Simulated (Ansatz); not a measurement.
```yaml
crystal:
  periodic: [false, false, false]
  atoms:
    - {symbol: Al, position_ang: [-0.000016, -0.000017, 0.000002]}
    - {symbol: I, position_ang: [2.458897, -0.027934, 0.013177]}
    - {symbol: I, position_ang: [-1.253741, -2.115535, 0.054339]}
    - {symbol: I, position_ang: [-1.253741, -2.115535, 0.004339]}
basis:
  gaussian: {orbitals: def2-mTZVPP}
hamiltonian: {xc: {name: r2SCAN0}, dispersion: d3bj}
scf: {omitted_lower_state_checks: [starts]}
output: {forces: true}
```

```sh
$ ansatz run in.yaml --threads 4 --pin off --events-out ev --progress --plain --max-ram 3916MiB
```

Shortened log:

```
Warning: the engine holds no damping parameters fitted to this dispersion correction and functional, so the run takes those fitted to r2scan0 beside the three-body term, which d3bj leaves out (hamiltonian.dispersion, under Limitations)
Functional definition: r2SCAN0
1147 factors; integrals over basis functions are off by at most 1.9e-4 eV
mean field evaluation 1: about 130751.4875 eV, gradient 6.6e1 eV
mean field evaluation 2: about 130748.1932 eV, gradient 1.8e1 eV
mean field evaluation 4: about 130747.8788 eV, gradient 4.9e0 eV
mean field evaluation 8: about 130743.3551 eV, gradient 3.1e-1 eV
mean field evaluation 16: about 130743.3548 eV, gradient 2.9e-4 eV
a density is far from that of the atoms, so the factors are made again for it
1365 factors; integrals over basis functions are off by at most 1.7e-4 eV
mean field 130743.27039125 eV, 4804.7265659067 hartree, gradient 2.7e-5 eV, S^2 0.000000; 0 other end points of the search recorded, 0 dependent functions left out
reference 130743.27038516 eV, 4804.7265656829 hartree; 44, 44 occupied and 86, 86 virtual orbitals, 1365 factors
Total energy: 130743.19150035 eV, 4804.7236667195 hartree
Atom 0 at    -0.000016    -0.000017     0.000002 Å, force     0.916148     3.240122    -0.034863 eV/Å
Atom 1 at     2.458897    -0.027934     0.013177 Å, force     0.458219    -0.314470    -0.001575 eV/Å
Atom 2 at    -1.253741    -2.115535     0.054339 Å, force    -0.992704    -1.204343 3591464.538637 eV/Å
Atom 3 at    -1.253741    -2.115535     0.004339 Å, force    -0.381660    -1.721309 -3591464.502190 eV/Å
Dipole moment:    -0.582788    -0.379221     0.000213 e Å
Checks for a lower state left out: starts
```

In this input one atom was put on top of another. Self-consistency was reached. The result belongs to that input, not to the species as meant.

In the def2 sets I takes a core potential; there is no spin–orbit coupling.
